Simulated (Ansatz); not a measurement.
Cost and result for the atomization energy of `[OH][Al]([Br])[O][SiH3]` (9 atoms, 8 bonds).

```xyz
9

O     0.147    2.504    1.323
Al    0.768    1.168    0.516
Br    2.972    1.092    0.167
O    -0.209   -0.079   -0.022
Si   -0.622   -1.496   -0.714
H    -0.784    2.611    1.510
H    -1.381   -2.319    0.264
H    -1.479   -1.235   -1.900
H     0.588   -2.245   -1.144
```

Total charge 0; spin multiplicity 1. Correlated methods include outer-core shells of Br, which these sets cover unevenly. Scalar relativity is left out up to krypton. The geometry is a stationary point of PBE0-D4/def2-TZVP. It is one conformer, not always the lowest. Program: Ansatz. All runs use 4 threads of a server CPU on a shared host. Times are those of one run each, without the atoms' runs, and a repeat can differ threefold. Electronic energies, without spin–orbit coupling; frozen cores. CCSD(T)/CBS adds CCSD(T) − MP2 in def2-TZVPP to the MP2 limit, and its time is that of the two runs behind it. T1 = 0.010. With those shells the extrapolation isn't a true limit. B3LYP takes the VWN-RPA correlation (the form of Gaussian; ORCA's B3LYP/G).

CCSD(T)/CBS is a level of theory with its own doubt, some kJ/mol a heavy atom from the limit and from the frozen cores, so smaller differences don't rank the functionals.

```
                            level  functions  wall time  atomization (kJ/mol)  difference from CCSD(T)/CBS  per bond
           LDA (SPW92)/def2-TZVPP        250     0.85 s                3610.1                        357.9      44.7
              BHLYP-D4/def2-TZVPP        250      2.8 s                3118.0                       -134.2     -16.8
          CAM-B3LYP-D4/def2-TZVPP        250        3 s                3222.6                        -29.6      -3.7
            r2SCANh-D4/def2-TZVPP        250      3.5 s                3207.4                        -44.8      -5.6
B3LYP-D4/def2-TZVPP (with forces)        250      3.8 s                3192.7                        -59.5      -7.4
                B2PLYP/def2-TZVPP        250      3.8 s                3181.6                        -70.6      -8.8
              PBE-QIDH/def2-TZVPP        250      3.8 s                3179.1                        -73.1      -9.1
                 CCSD(T)/def2-SVP        116      4.4 s                2986.4                       -265.8     -33.2
               ωB97X-V/def2-TZVPP        250        6 s                3229.4                        -22.8      -2.8
 ωB97M-V/def2-TZVPP (with forces)        250        7 s                3221.0                        -31.2      -3.9
                   MP2/def2-QZVPP        463       17 s                3296.8                         44.6       5.6
               CCSD(T)/def2-TZVPP        250       56 s                3148.0                       -104.2     -13.0
                CCSD(T)/CBS(def2)          –       72 s                3252.2                          0.0       0.0
```

At CCSD(T), def2-SVP lies −265.8 kJ/mol from the extrapolated value and def2-TZVPP −104.2 kJ/mol: correlation converges slowly with the basis, and small sets miss more of it in the bonded molecule than in its fragments. In def2-TZVPP, CCSD(T) changes the Hartree–Fock value by +760.5 kJ/mol (the triples alone add +44.1 kJ/mol) and MP2 by +846.4 kJ/mol; breaking electron pairs costs correlation energy, which Hartree–Fock lacks. From PBE to PBE0 (25 % exact exchange), in def2-TZVPP and without D4, the atomization energy moves by −43.8 kJ/mol: exact exchange takes away binding that semilocal exchange gives to molecules.
